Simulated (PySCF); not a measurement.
Compound: isopropyldifluoroborane, C3H7BF2.
Z-matrix (Å and degrees, PBE0-D3(BJ)/def2-SVP geometry), rows numbered from 1:
```
C 
C   1  1.5357
C   2  1.5246  1  112.45
B   2  1.5652  1  108.97  3  -126.60
F   4  1.3221  2  122.95  1   117.91
F   4  1.3230  2  121.17  1   -60.89
H   1  1.1016  2  110.89  3   -57.41
H   1  1.1002  2  111.78  3  -177.83
H   1  1.1025  2  111.21  3    61.71
H   2  1.1073  1  107.15  3   119.87
H   3  1.1016  2  111.20  1   -62.07
H   3  1.1016  2  111.19  1    57.67
H   3  1.1006  2  111.87  1   178.14
```

Computed with PBE0-D3(BJ)/def2-SVP geometry optimisation, gas phase (PySCF).

Masses are those of the commonest isotopes; rigid-rotor values at the optimised geometry. The values belong to one conformer with, in the numbering `[CH3:1][CH:2]([CH3:3])[B:4]([F:5])[F:6]`, C1–C2–B4–F5 118°.

(1) What are A, B and C (MHz)?

(2) What kind of rotor is it?

(3) What does the inertial defect say?

(4) Give the other two planar moments, Paa and Pbb, and the rms extents of the mass along the axes.

(5) Give the coordinates in the principal-axis frame, origin at the centre of mass.

(6) Predict some low-J microwave lines.

Results:

(1) Ia = 110.07, Ib = 179.22, Ic = 255.92 u·Å²; 505379 MHz·u·Å²/I gives A = 4592, B = 2820, C = 1975 MHz.

(2) An asymmetric top; Ray's κ = -0.354.

(3) Not planar: Δ = Ic − Ia − Ib = -33.36 u·Å². For a rigid frame Δ = −2 Σ m c², so Σ m c² = 16.68 u·Å² lies off the ab plane: 6.49 from hydrogen and 10.19 from heavier atoms. The atom farthest from that plane is 1.58 Å away.

(4) Paa = Σ m a² = (Ib + Ic − Ia)/2 = 162.54 and Pbb = Σ m b² = (Ia + Ic − Ib)/2 = 93.39 u·Å². With the mass M = 92.06 u, the rms extents √(P/M) along a, b and c are 1.33, 1.01, 0.43 Å.

(5) The sense of each axis is arbitrary; atoms in the order of the calculation.
```
atom  mass (u)   a (Å)   b (Å)   c (Å)
  C1    12.000  -1.385  -1.304  -0.509
  C2    12.000  -0.858  -0.169   0.381
  C3    12.000  -1.687   1.104   0.254
  B4    11.009   0.663   0.047   0.082
  F5    18.998   1.148   1.179  -0.398
  F6    18.998   1.544  -0.920   0.279
  H7     1.008  -2.437  -1.531  -0.274
  H8     1.008  -0.803  -2.228  -0.380
  H9     1.008  -1.343  -1.027  -1.575
 H10     1.008  -0.903  -0.528   1.428
 H11     1.008  -1.654   1.499  -0.774
 H12     1.008  -2.743   0.918   0.503
 H13     1.008  -1.320   1.900   0.920
```

(6) The dipole components are |μa| = 1.50 D, |μb| = 0.26 D, |μc| = 0.30 D. Intensities carry the squares of the components, which stand as 1.00 : 0.03 : 0.04 (a : b : c). Some lines, for components of 0.1 D or more:

| type | branch | J(Ka,Kc) | MHz | lower level (cm⁻¹) |
| --- | --- | --- | --- | --- |
| c | Q | 2(1,2) ← 2(0,2) | 1164 | 0.472 |
| a | Q | 2(1,1) ← 2(1,2) | 2536 | 0.511 |
| b | Q | 1(1,0) ← 1(0,1) | 2617 | 0.160 |
| b | Q | 2(1,1) ← 2(0,2) | 3700 | 0.472 |
| b | Q | 2(2,0) ← 2(1,1) | 5553 | 0.595 |
| b | R | 1(1,1) ← 0(0,0) | 6566 | 0.000 |
| c | R | 1(1,0) ← 0(0,0) | 7412 | 0.000 |
| b | Q | 2(2,1) ← 2(1,2) | 7851 | 0.511 |
| a | R | 2(1,2) ← 1(1,1) | 8744 | 0.219 |
| a | R | 2(0,2) ← 1(0,1) | 9352 | 0.160 |
| a | R | 2(1,1) ← 1(1,0) | 10435 | 0.247 |
| b | R | 2(1,2) ← 1(0,1) | 10516 | 0.160 |
| c | R | 2(1,1) ← 1(0,1) | 13051 | 0.160 |
| c | R | 2(2,0) ← 1(1,0) | 15987 | 0.247 |
| c | R | 2(2,1) ← 1(1,1) | 16595 | 0.219 |
| b | R | 2(2,0) ← 1(1,1) | 16832 | 0.219 |

PBE0-D3(BJ)/def2-SVP frequencies: not computed here. Zero-point vibration and centrifugal distortion are left out. A rigid rotor knows nothing of internal rotation, which can split or shift real lines. Quadrupole hyperfine structure (11B) is left out.

The run took 55 s of wall time on one thread of an Arm Neoverse V1, shared host, and the process peaked at 0.52 GiB of memory. That covers the optimisation of the geometry.
